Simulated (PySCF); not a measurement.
Deuteron quadrupole couplings in `C=C[SiH2][C@@H](C)CC`

C6H14Si.
Z-matrix (Å and degrees, GFN2-xTB geometry), rows numbered from 1:
```
C 
C   1  1.3232
Si  2  1.8833  1  124.58
C   3  1.9135  2  109.32  1   138.05
C   4  1.5267  3  110.74  2  -169.14
C   4  1.5325  3  113.97  2   -42.26
C   6  1.5232  4  114.37  3   -58.76
H   1  1.0800  2  122.92  3   179.50
H   1  1.0781  2  121.46  3    -0.49
H   2  1.0843  1  117.96  3  -179.29
H   3  1.4724  2  109.35  1  -103.99
H   3  1.4681  2  110.10  1    15.24
H   4  1.0974  3  107.13  2    74.84
H   5  1.0901  4  110.89  3  -178.72
H   5  1.0879  4  110.33  3   -58.76
H   5  1.0869  4  111.21  3    60.77
H   6  1.0948  4  108.86  3   179.35
H   6  1.0931  4  108.73  3    62.76
H   7  1.0886  6  110.07  4   179.93
H   7  1.0869  6  111.07  4   -60.43
H   7  1.0880  6  110.57  4    60.34
```

Level: PBE0/pcSseg-1 (PySCF, non-relativistic); Q(2H) = 0.00286 b; rigid geometry, the same for H and D, with no vibrational averaging.

Question: Rank these positions by the coupling χzz of a deuteron there, largest first.
A. H9 (vinylic hydrogen)
B. H10 (vinylic hydrogen)
C. H18 (methylene hydrogen)
D. H21 (methyl hydrogen)
E. H11 (Si–H hydrogen)

Answer: A (224 kHz), B (219 kHz), D (210 kHz), C (203 kHz), E (106 kHz).

Q: Tabulate Vzz, the asymmetry η and χzz = 234.96 MHz × Q × Vzz for every hydrogen position.

A: 
```json
{"atom": "H8", "bonded to": "C1", "bond length (Å)": "1.080", "Vzz (au)": "0.3306", "η": "0.04", "χzz (kHz)": "222"}
{"atom": "H9", "bonded to": "C1", "bond length (Å)": "1.078", "Vzz (au)": "0.3326", "η": "0.05", "χzz (kHz)": "224"}
{"atom": "H10", "bonded to": "C2", "bond length (Å)": "1.084", "Vzz (au)": "0.3261", "η": "0.03", "χzz (kHz)": "219"}
{"atom": "H11", "bonded to": "Si3", "bond length (Å)": "1.472", "Vzz (au)": "0.1577", "η": "0.01", "χzz (kHz)": "106"}
{"atom": "H12", "bonded to": "Si3", "bond length (Å)": "1.468", "Vzz (au)": "0.1609", "η": "0.02", "χzz (kHz)": "108"}
{"atom": "H13", "bonded to": "C4", "bond length (Å)": "1.097", "Vzz (au)": "0.2984", "η": "0.03", "χzz (kHz)": "201"}
{"atom": "H14", "bonded to": "C5", "bond length (Å)": "1.090", "Vzz (au)": "0.3118", "η": "0.02", "χzz (kHz)": "210"}
{"atom": "H15", "bonded to": "C5", "bond length (Å)": "1.088", "Vzz (au)": "0.3151", "η": "0.02", "χzz (kHz)": "212"}
{"atom": "H16", "bonded to": "C5", "bond length (Å)": "1.087", "Vzz (au)": "0.3157", "η": "0.02", "χzz (kHz)": "212"}
{"atom": "H17", "bonded to": "C6", "bond length (Å)": "1.095", "Vzz (au)": "0.3000", "η": "0.02", "χzz (kHz)": "202"}
{"atom": "H18", "bonded to": "C6", "bond length (Å)": "1.093", "Vzz (au)": "0.3026", "η": "0.02", "χzz (kHz)": "203"}
{"atom": "H19", "bonded to": "C7", "bond length (Å)": "1.089", "Vzz (au)": "0.3150", "η": "0.01", "χzz (kHz)": "212"}
{"atom": "H20", "bonded to": "C7", "bond length (Å)": "1.087", "Vzz (au)": "0.3170", "η": "0.02", "χzz (kHz)": "213"}
{"atom": "H21", "bonded to": "C7", "bond length (Å)": "1.088", "Vzz (au)": "0.3130", "η": "0.03", "χzz (kHz)": "210"}
```

Q: Average by the element that carries the hydrogen.

A: on C: 212 kHz over 12 positions, mean bond length 1.088 Å; on Si: 107 kHz over 2 positions, mean bond length 1.470 Å.

Q: How does χzz go with the bond length over the 12 C–H bonds?

A: A straight-line fit has a slope of -13.1 kHz for each 0.01 Å, with a correlation coefficient of -0.99, over lengths from 1.078 to 1.097 Å. The longer bonds have the smaller couplings here.

Q: Give the 2H NMR doublet splittings at H21 for a magnetic field along the z, y and x axes of the gradient: 3χ/2, 3χ(1 + η)/4, 3χ(1 − η)/4.

A: With |χ| = 210.3 kHz and η = 0.031: 315, 163 and 153 kHz, to first order and without motion.

Isolated species at its GFN2-xTB geometry (one conformer only). GFN2-xTB bond lengths can be off by several hundredths of an ångström, more for odd bonds, and the gradients follow them. These gradients aren't converged with respect to the basis.
